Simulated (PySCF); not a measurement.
C2H8N2, charge -1, doublet, at the geometry of the source list (a state made from the parent by changing its charge; the spin is typed, not shown lowest) (in this run its highest filled SCF level lies above zero, so its values depend strongly on the basis, on diffuse functions most of all). Base run: M062X/6-31G* in PySCF.

Input for PySCF:
```python
from pyscf import gto, scf, dft, solvent

mol = gto.M(
    atom='''
N     1.81920000    0.32880000   -0.24680000
C     0.59640000    0.05550000    0.48970000
C    -0.53300000   -0.29160000   -0.47890000
N    -1.74710000   -0.59020000    0.26320000
H     2.57510000    0.54150000    0.39640000
H     1.69300000    1.13770000   -0.85020000
H     0.26930000    0.89670000    1.12620000
H     0.77840000   -0.80250000    1.14040000
H    -0.25250000   -1.18330000   -1.04440000
H    -0.65050000    0.53860000   -1.19900000
H    -2.49040000   -0.86170000   -0.37030000
H    -2.05800000    0.23060000    0.77380000
''',
    basis='6-31g*',
    charge=-1,
    spin=1,
    verbose=4,
)

mf = dft.UKS(mol)
mf.xc = 'm062x'
mf.kernel()
mf.analyze()
```

Variants of this job, named by their change:

```json
[
 {"change": "base", "ΔE vs base (kJ/mol)": "0.00"},
 {"change": "model = IEF-PCM; solvent = methanol; vdw_scale = 1.1", "ΔE vs base (kJ/mol)": "-240.9"},
 {"change": "model = COSMO; solvent = methanol", "ΔE vs base (kJ/mol)": "-230.6"},
 {"change": "model = IEF-PCM; solvent = tetrahydrofuran", "ΔE vs base (kJ/mol)": "-207.5"},
 {"change": "model = IEF-PCM; solvent = dichloromethane", "ΔE vs base (kJ/mol)": "-213.2"},
 {"change": "model = ddCOSMO; solvent = methanol", "ΔE vs base (kJ/mol)": "-222.2"},
 {"change": "model = IEF-PCM; solvent = methanol; vdw_scale = 1.4", "ΔE vs base (kJ/mol)": "-215.7"},
 {"change": "model = IEF-PCM; solvent = methanol; lebedev_order = 11", "ΔE vs base (kJ/mol)": "-229.8"},
 {"change": "model = IEF-PCM; solvent = n-hexane", "ΔE vs base (kJ/mol)": "-110.5"},
 {"change": "model = IEF-PCM; solvent = water", "ΔE vs base (kJ/mol)": "-238.4"},
 {"change": "model = C-PCM; solvent = methanol", "ΔE vs base (kJ/mol)": "-234.1"},
 {"change": "model = SS(V)PE; solvent = methanol", "ΔE vs base (kJ/mol)": "-218.1"}
]
```

The base is the gas phase, so ΔE is the electrostatic part of solvation at a fixed geometry, without cavity and dispersion terms.

Open shells are given as the SCF converged; they aren't shown to be the lowest states, and a large step between rows can be another state.

The gas-phase anion may not be bound at this level, which the solvent then changes.
